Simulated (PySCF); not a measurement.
**Computed properties of InH, SMILES [InH]**

InH, SMILES [InH] (connectivity only; charge and spin as stated), neutral, multiplicity 1. The structure is a stationary point at B3LYP-D3(BJ)/def2-TZVPD. The def2 effective core potentials stand for the cores of In; spin–orbit coupling is left out. Other conformers were not sampled. All values are computed for the isolated molecule unless a solvent is named; none is compared with measurement here.

**Structure.** The optimised structure has C∞v symmetry. All 1 harmonic modes at B3LYP-D3(BJ)/def2-TZVPD (PySCF) are real, so it is a minimum.

**Vibrations.** The strongest infrared lines (harmonic, unscaled, degenerate partners summed) lie at 1423 cm⁻¹ (930 km/mol, H 99 %). The softest mode is at 1423 cm⁻¹ and the zero-point energy is 2.0 kcal/mol.

**Electronic structure.** CAM-B3LYP/def2-TZVPD (PySCF) places the frontier levels at -6.93 and -0.97 eV, a gap of 5.96 eV, and gives a dipole moment of 0.98 D and a mean polarisability of 51.0 bohr³. PBE/def2-TZVPD (PySCF) at the same geometry gives -4.80 and -2.44 eV, so its gap is 3.60 eV narrower. An orbital gap is neither the optical nor the fundamental gap.

**Excitations.** TDA-B3LYP/def2-TZVPD (PySCF) has S1 at 2.77 eV (447 nm, f = 0.065, bright); the most intense of the 10 singlets computed lies at 6.10 eV (f = 0.42). Strengths of degenerate partners are summed. T1 (TDA) is at 2.04 eV, 0.73 eV under S1. TDA-PBE/def2-TZVPD (PySCF) puts S1 at 2.68 eV.
